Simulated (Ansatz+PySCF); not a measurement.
## singlet SF6: levels of theory in one basis

```yaml
atoms:
  - { symbol: S, position_ang: [-0.0036, 0.0084, 0.0040] }
  - { symbol: F, position_ang: [1.5846, 0.0059, 0.0071] }
  - { symbol: F, position_ang: [-1.5737, -0.0072, -0.0004] }
  - { symbol: F, position_ang: [0.0091, 1.5808, -0.0042] }
  - { symbol: F, position_ang: [0.0012, -1.5876, -0.0071] }
  - { symbol: F, position_ang: [-0.0038, 0.0070, 1.5746] }
  - { symbol: F, position_ang: [-0.0032, -0.0093, -1.5787] }
```

Basis set: def2-SVP (spherical functions). Correlated methods keep 11 orbitals frozen. Charge 0, multiplicity 1.

Computed with Ansatz (development build ahead of 0.2.0); each method stands on the lowest determinant of its kind that the runs found.

| method | E − E(RHF) (eV) | <S²> of the determinant |
| --- | --- | --- |
| RHF | 0.00 | 0.00 |

Question: What does RHF-MP2 give on the same scale?

Answer: -35.07 eV.

Question: Is a single determinant a sound starting point here?

Answer: By this sign, yes. Unrestricted orbitals gain 0.00 eV and <S²> is 0.00 against 0.00 for a pure state.
